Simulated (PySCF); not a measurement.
hydrogen (H2), SMILES [H][H]. Geometry: PBE0-D3(BJ)/def2-TZVPD.

PySCF 2.14.0 with TDDFT-PBE/def2-TZVPD puts the lowest singlet excitations at 11.95, 13.33, 13.33, 14.93, 16.45, 16.45 eV and the lowest triplet (TDA) at 9.97 eV.

Q: What are the lowest singlet roots from EOM-CCSD/aug-cc-pVDZ in PySCF 2.14.0? (The exact figures need the calculation; the answer reports its results.)

A: 12.61, 13.06, 15.67, 15.67, 16.17, 20.03 eV; triplets 10.43, 12.40, 14.04 eV. S1 differs by 0.65 eV (second minus first; roots are paired by order, and the bases may differ).
